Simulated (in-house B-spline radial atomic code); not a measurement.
PBE0 excitations of Xe

Method: PBE0. Computed with an all-electron radial atomic-structure program (B-spline basis): linear response of the closed shell [Kr] 4d10 5s2 5p6 with the functional's adiabatic kernel; scalar-relativistic (spin-free one-electron X2C), finite nucleus, no spin-orbit coupling, no double excitations, S, P, D and F terms only; shells from n = 3 respond. Only terms of natural parity with L up to 3 were computed.

Command:
```bash
python run_td.py task.json out
```
Settings (radii: box in bohr, nucleus in fm):
```
Z                        54
electrons                54
configuration            [Kr] 4d10 5s2 5p6
hamiltonian              x2c
method                   pbe0
box_radius               75
rms_radius               4.7859
intervals                76
```

Cost of the run: 7 s on 1 thread of Arm Neoverse N1, with other jobs on the host.

The lowest states, in the order of their Tamm-Dancoff energies; the method's threshold (minus the highest occupied level) is 9.523 eV. Labels give the largest channel, * marks a mixed state, and oscillator strengths are full-response dipole values. Semilocal kernels can invert the small singlet-triplet splittings of Rydberg terms. Energies in eV:

```csv
state,full response,Tamm-Dancoff,oscillator strength
5p → 6s 3P,?,?,-
5p → 6s 1P,8.310,8.315,0.344
5p → 6p 3S,?,?,-
5p → 6p 3D,9.151,9.153,-
5p → 6p 1D,9.180,9.181,-
```

(1) Where does 5p → 6p 3S lie?

(2) Where does 5p → 6s 3P lie?

(3) How large is the singlet-triplet splitting of 5p → 6s (P terms) in Tamm-Dancoff?

(4) What polarisabilities and dispersion coefficient does the method give?

## Answers

(1) At 9.047 eV in full response, 9.053 eV in Tamm-Dancoff.

(2) At 8.118 eV in full response, 8.127 eV in Tamm-Dancoff.

(3) 0.188 eV, from the unrounded values.

(4) Dipole 27.84 bohr³, quadrupole 215.8 bohr⁵, C6 296.6 hartree·bohr⁶ for two such species. Recommended dipole value: 27.32 ± 0.2 bohr³ (Schwerdtfeger and Nagle, table of static dipole polarizabilities (2023 update)), which includes relativity and correlation.
